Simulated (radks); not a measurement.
Valence configurations of Pd IV (all share [Kr]). Method: scalar-relativistic Kohn-Sham, PBE, spin-polarised, spherical densities, point nucleus; open shells are filled with parallel spins first (spin-orbit coupling, left out, can overturn this in heavy ions); computed with a radial shooting solver on a logarithmic mesh with Libxc functionals. Energies are relative to 4d7; eigenvalues in eV for spin up.

| valence | E (eV) | moment (Bohr magnetons) | e(4d) | e(5p) | e(5s) |
|---|---|---|---|---|---|
| 4d7 | 0.000 | 3 | -42.690 | - | - |
| 4d5 5s2 | 23.051 | 5 | -52.031 | - | -35.098 |
| 4d6.5 5p0.5 | 8.562 | 4 | -45.578 | -24.902 | - |
| 4d6 5p1 | 17.623 | 5 | -48.461 | -26.140 | - |
| 4d6 5s1 | 9.636 | 5 | -47.387 | - | -33.489 |
| 4d5.5 5s1 5p0.5 | 18.931 | 6 | -50.286 | -26.730 | -34.958 |
| 4d6.5 5s0.5 | 4.699 | 4 | -45.031 | - | -32.311 |
| 4d5.5 5p1.5 | 27.180 | 6 | -51.334 | -27.333 | - |

NIST lists [Kr] 4d7 as the ground configuration; this level of theory agrees among the configurations tried. The energies are those of spherical high-spin densities, not of single terms.
